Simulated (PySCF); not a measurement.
Molecule: Si2Cl6, charge 0, multiplicity 1. SMILES: Cl[Si](Cl)(Cl)[Si](Cl)(Cl)Cl
Geometry from a B3LYP-D3(BJ)/def2-TZVP (Ansatz) optimisation:
```
Si
Cl 1 2.0435
Cl 1 2.0435 2 109.66
Cl 1 2.0435 2 109.66 3 -120.47
Si 1 2.3283 2 109.28 3 119.77
Cl 5 2.0435 1 109.28 2 -180.00
Cl 5 2.0435 6 109.66 1 119.77
Cl 5 2.0435 6 109.66 7 120.47
```
Charge 0, spin multiplicity 1.

Dispersion corrections to the total energy (kcal/mol) from the dftd3 and dftd4 libraries through PySCF: D3(BJ) without and D4 with the three-body term, each with the damping fitted for the functional named.

```
functional  D3(BJ)      D4
----------  ------  ------
revPBE      -25.70  -29.35
TPSS        -15.93  -17.71
BLYP        -27.12       …
BHLYP            …  -19.41
B3LYP       -22.71  -21.54
PBE0        -11.32  -11.58
CAM-B3LYP        …  -12.31
```

Task: Fill in the missing entries.

Result: 
- BLYP, D4: -27.26
- BHLYP, D3(BJ): -19.66
- CAM-B3LYP, D3(BJ): -12.25
